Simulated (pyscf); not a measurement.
This saddle point was located with ωB97X-D3(BJ)/def2-SVPD in PySCF.

```xyz
8

C      0.1766    -0.5017    -0.4217
C      0.6783    -0.1705     0.7876
C     -0.3908    -0.4284     1.8287
H     -0.9152    -0.7915     0.4279
H      0.7891    -0.3945    -1.3479
H      1.6965     0.2225     0.9863
H     -0.7162     0.4842     2.3774
H     -0.1086    -1.1949     2.5855
```
Charge -1, spin multiplicity 1.

Surface: singlet, charge -1. Lowest wavenumbers (cm⁻¹): 1801i, 262, 698, 728, 887.

Task: What reaction is this the transition state of?

Result: H₂C=CH–CH₂⁻ (SMILES C=C[CH2-]) ⇌ HC⁻=CH–CH₃ (SMILES [CH-]=CC), a hydrogen shift read from left to right: C–H broken and C–H formed. At CCSD(T)/def2-TZVPPD + ΔMP2(QZVPPD) it lies +2.49 eV from the left side and +1.84 eV from the right (each side as separated species at their lowest minima found). On the reactant side the descent ends in another minimum, of other shape or electronic state, 0.92 eV over the lowest minimum found and 1.71 eV under the saddle at ωB97X-D3(BJ). At ωB97X-D3(BJ) the barrier from the zero used here is 2.63 eV. One saddle was located; it need not be the lowest between these sides. The CCSD(T) − MP2 part came from Ansatz, without density fitting, on the same reference.
